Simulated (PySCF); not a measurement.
Dipole moment and polarisability of `CB(C)F`

C₂H₆BF.
Geometry (PBE0-D3(BJ)/def2-SVP, Å), atoms numbered from 1 in this order:
```
atom  x, y, z in Å
C1    -1.357    0.156   -0.229
B2    -0.023   -0.406    0.373
C3     1.439    0.008   -0.010
F4    -0.147   -1.342    1.324
H5    -1.969   -0.674   -0.619
H6    -1.217    0.898   -1.026
H7    -1.958    0.614    0.576
H8     1.955    0.399    0.884
H9     2.011   -0.886   -0.314
H10    1.504    0.758   -0.809
```

Level: wB97X-D/def2-SVPD (PySCF), static field, nuclei fixed, core orbitals frozen in the response. The polarisability tensor in these axes (au):

```
x   45.55 -0.28  0.53
y   -0.28 37.30 -2.04
z    0.53 -2.04 37.35
```

Problem. Diagonalise the tensor; give its mean and Δα, where Δα² is half the sum of the squared differences of the eigenvalues.

Solution. Principal values 35.28, 39.31 and 45.60 au; mean 40.06 au = 5.94 Å³ = 6.61 × 10⁻⁴⁰ C²·m²/J; Δα = 9.01 au (22 % of the mean).

Problem. What is the dipole moment, and where does it point?

Solution. (0.12, 0.92, -0.92) D, 1.30 D in size, pointing from the negative to the positive side. Measured along this direction, the outermost atoms are F4 at the negative end and H6 and H10 at the positive end.

Problem. Sum over states: ᾱ = Σ f/ω², ω in Eh. What share falls to these 10 lowest TDDFT singlets (eV, f)? 6.86, 0.0000; 8.40, 0.0743; 9.30, 0.0000; 9.33, 0.0032; 9.86, 0.0018; 9.96, 0.1632; 10.11, 0.0246; 10.15, 0.0268; 10.34, 0.0550; 10.48, 0.1469.

Solution. They add up to 3.78 au, 9.4 % of the 40.06 au; the largest single term is 1.22 au, from the state at 9.96 eV. Terms in order: 0.00, 0.78, 0.00, 0.03, 0.01, 1.22, 0.18, 0.19, 0.38, 0.99 au. Higher excitations give the rest. The strengths listed sum to 0.496.

Problem. Molar refractivity from α?

Solution. Lorentz–Lorenz: R = (4π/3)N_A α = 2.5225 cm³/(mol·Å³) × 5.94 Å³ = 15.0 cm³/mol, in the limit of long wavelengths.

Problem. What depolarisation ratio follows for Rayleigh scattering of linearly polarised light, taking the static tensor?

Solution. ρ = 3Δα²/(45ᾱ² + 4Δα²) = 243.7/(72226 + 324.9) = 0.00336.

Problem. What would n − 1 = 2πNα be for an ideal gas of these molecules at 273.15 K and 1 atm, electronic part alone?

Solution. N = p/kT = 2.6868 × 10¹⁹ cm⁻³, so n − 1 = 2π × N × 5.94 × 10⁻²⁴ cm³ = 1002 × 10⁻⁶ at long wavelengths.

Isolated species at its PBE0-D3(BJ)/def2-SVP geometry, gas phase.

The pairwise dispersion term of wB97X-D wasn't added to the energies; at a given geometry it leaves orbitals and properties as they are.
